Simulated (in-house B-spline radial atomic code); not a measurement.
Settings and results of a run for Sr¹³⁺. Method: Dirac-Kohn-Sham wB97X, spherical fractional occupations, Fermi nucleus of rms radius 4.224 fm. Calculated with an all-electron radial atomic-structure program (B-spline basis).

Command:
```bash
python run_scf.py task.json out
```
Settings (nuclear radius in fm, mass in u):
```
Z                38
configuration    [Ar] 3d7
hamiltonian      dirac
method           wb97x
spin_polarised   False
nucleus          fermi
rms_radius       4.224
atomic_mass      87.90561
speed_of_light   137.035999084
```

Output (hartree, bohr):
```
 radial grid: 62 intervals, B-splines of order 8, outer radius 5.0365 bohr

 iter        energy (Eh)    residual
    1       -3073.735822    1.94e+00
    2       -3102.878180    8.05e-01
    3       -3107.702964    2.56e-01
    4       -3108.245761    7.83e-02
    5       -3108.296003    3.30e-02
    6       -3108.305492    1.11e-03
    7       -3108.305497    4.66e-05
    8       -3108.305497    2.56e-06
    9       -3108.305497    9.89e-08

 total energy                     -3108.30550
 kinetic                            3204.5114
 electron-nucleus                  -7195.1531
 Hartree                             976.6835
 exact exchange                      -17.6441
 exchange-correlation                -76.7032

 first-order corrections (not in the total)
   Gaunt                             1.8836
   retardation                      -0.1821
   frequency dependence             -0.0096
   self-energy                       1.2765
   Uehling                          -0.1363
   Wichmann-Kroll                    0.0017
   recoil                            0.0141

 orbital      occ     eigenvalue          <r>       <r^2>       <1/r>     <1/r^2>     <1/r^3>       r_max    small
 1s1/2      2.000      -599.8240    0.0391548  0.00206624     39.0016     3183.56           -     0.02553  1.91e-02
 2s1/2      2.000       -92.4854     0.171781   0.0348339     8.80052     339.469           -      0.1451  3.85e-03
 2p1/2      2.000       -85.2853      0.14719   0.0265728     8.76165     110.068           -      0.1136  3.84e-03
 2p3/2      4.000       -82.7614     0.151333   0.0279608     8.42262     96.7742     1740.31      0.1171  3.74e-03
 3s1/2      2.000       -23.9227     0.473334      0.2559     3.05821     63.1954           -      0.4278  1.05e-03
 3p1/2      2.000       -21.2856     0.467377    0.253202     2.96543       20.24           -       0.415  1.01e-03
 3p3/2      4.000       -20.8540     0.475969    0.262326     2.88712     17.9305     298.032       0.423  9.83e-04
 3d3/2      2.800       -16.1807     0.448902    0.239148     2.71661     9.32938     43.5478       0.358  8.85e-04
 3d5/2      4.200       -16.0999     0.451573     0.24182     2.69682     9.16991     615.623      0.3603  8.78e-04
```

Run time, properties included: 1.9 s on 1 thread of Arm Neoverse V1, on a shared host.

For the Dirac Hamiltonian the kinetic term is c α·p + (β - 1)c².

Caution: exact exchange at fractional occupations of open shells leaves self-interaction of up to several eV.
